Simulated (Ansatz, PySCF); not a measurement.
Torsion H3–B1–Se2–H5 in BH3Se (SMILES B[SeH]); at each angle all else is relaxed with GFN2-xTB, and the levels are single points there.
Geometry at 180° (charge 0, multiplicity 1):
```xyz
5

B     -0.634    -0.010     0.072
Se     1.086    -0.653     0.409
H     -1.443    -0.790    -0.247
H     -0.883     1.124     0.178
H      1.759     0.578     0.761
```
Energies count from the point at 180°.

Frozen-core correlation. Filled d and f shells under p-block atoms count as core. CBS: X⁻³ extrapolation of the correlation energy, Hartree–Fock from the larger set. Rows in 6-31G*, STO-3G carry no dispersion term and start afresh at each structure (6-31G* with six Cartesian d functions); the Pople sets are all-electron and without relativity.

Codes used: Ansatz (a first-principles code); PySCF for 6-31G* rows, STO-3G rows. Each number belongs to the level named beside it.

Energies in kcal/mol.

```
dihedral (°)  HF/STO-3G  HF/6-31G*  MP2/cc-pVDZ  CCSD(T)/CBS(cc-pVTZ, cc-pVQZ)
------------  ---------  ---------  -----------  -----------------------------
0                  0.00       0.00         0.01                           0.01
30                 3.70       3.08         3.22                           3.04
60                13.33      11.21        12.17                          11.44
90                19.59      16.63        20.54                          19.45
120               13.55      11.79        13.34                          12.52
150                3.96       3.46         3.75                           3.52
180                0.00       0.00         0.00                           0.00
210                3.96       3.46         3.75                           3.51
240               13.54      11.79        13.34                          12.52
270               19.59      16.64        20.55                          19.46
300               13.33      11.21        12.16                          11.44
330                3.71       3.08         3.23                           3.04
```
